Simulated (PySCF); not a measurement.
Isomers of C5H7FO3, one GFN2-xTB conformer each. Single-point energies are computed at PBE0/pcSseg-1 (PySCF, gas phase, no added dispersion term), electronic only.

```csv
SMILES,GFN2-xTB relative energy (kJ/mol)
CO[C@@H]1OC[C@@H](F)C1=O,38.6
C=C[C@@H]1OCO[C@@H](F)O1,2.6
CC(=O)O[C@@H]1CO[C@@H]1F,0.0
CO/C(F)=C\OC(C)=O,15.5
COCOC(=O)/C=C/F,46.1
```

Conformers: `[CH3:1][O:2][C@@H:3]1[O:4][CH2:5][C@@H:6]([F:7])[C:8]1=[O:9]` with C1–O2–C3–O4 -71°, O2–C3–O4–C5 -83°, C3–O4–C5–C6 -32°, O4–C5–C6–F7 -101°, C5–C6–C8–O9 -177°; `[CH2:1]=[CH:2][C@@H:3]1[O:4][CH2:5][O:6][C@@H:7]([F:8])[O:9]1` with C1–C2–C3–O4 -122°, C2–C3–O4–C5 -175°, C3–O4–C5–O6 58°, O4–C5–O6–C7 -53°, C5–O6–C7–F8 -72°; `[CH3:1][C:2](=[O:3])[O:4][C@@H:5]1[CH2:6][O:7][C@@H:8]1[F:9]` with C1–C2–O4–C5 -177°, C2–O4–C5–C6 170°, O4–C5–C6–O7 -124°, C5–C6–O7–C8 9°, C6–O7–C8–F9 106°, O4–C5–C8–O7 123°; `[CH3:1][O:2]/[C:3]([F:4])=[CH:5]\[O:6][C:7]([CH3:8])=[O:9]` with C1–O2–C3–F4 44°, C3–C5–O6–C7 48°, C5–O6–C7–C8 -178°; `[CH3:1][O:2][CH2:3][O:4][C:5](=[O:6])/[CH:7]=[CH:8]/[F:9]` with C1–O2–C3–O4 69°, O2–C3–O4–C5 174°, C3–O4–C5–O6 1°, O4–C5–C7–C8 -179°.

Problem. What does PBE0/pcSseg-1 give for the same structures?

Solution. 
```tsv
SMILES	PBE0/pcSseg-1 E (Eh)	PBE0/pcSseg-1 (kJ/mol)	GFN2-xTB (kJ/mol)	point group
CC(=O)O[C@@H]1CO[C@@H]1F	-519.62922	0.0	0.0	C1
COCOC(=O)/C=C/F	-519.61600	34.7	46.1	C1
CO/C(F)=C\OC(C)=O	-519.61273	43.3	15.5	C1
C=C[C@@H]1OCO[C@@H](F)O1	-519.60966	51.4	2.6	C1
CO[C@@H]1OC[C@@H](F)C1=O	-519.60315	68.4	38.6	C1
```

Both levels put the same isomer lowest; measured from each level's own lowest isomer, the values differ by up to 48.8 kJ/mol (C=C[C@@H]1OCO[C@@H](F)O1: 2.6 against 51.4). As drawn, the lowest has a four-membered ring and a C(=O)–O unit, which the highest lacks. Neighbours under 10 kJ/mol apart (COCOC(=O)/C=C/F and CO/C(F)=C\OC(C)=O; CO/C(F)=C\OC(C)=O and C=C[C@@H]1OCO[C@@H](F)O1) can change places with a better method, another conformer or zero-point energy.

Problem. Which frontier levels, dipoles and rotational constants go with these structures?

Solution. 
```csv
SMILES,"HOMO (eV, PBE0/pcSseg-1)",LUMO (eV),dipole (D),"A, B, C (MHz)"
CC(=O)O[C@@H]1CO[C@@H]1F,-8.32,0.05,2.83,"3379, 1120, 1026"
COCOC(=O)/C=C/F,-8.12,-1.35,1.79,"4734, 620.7, 564.0"
CO/C(F)=C\OC(C)=O,-6.71,0.10,0.91,"3089, 1108, 895.8"
C=C[C@@H]1OCO[C@@H](F)O1,-8.39,-0.31,1.32,"3185, 1246, 1040"
CO[C@@H]1OC[C@@H](F)C1=O,-7.59,-1.65,3.21,"3012, 1262, 984.4"
```
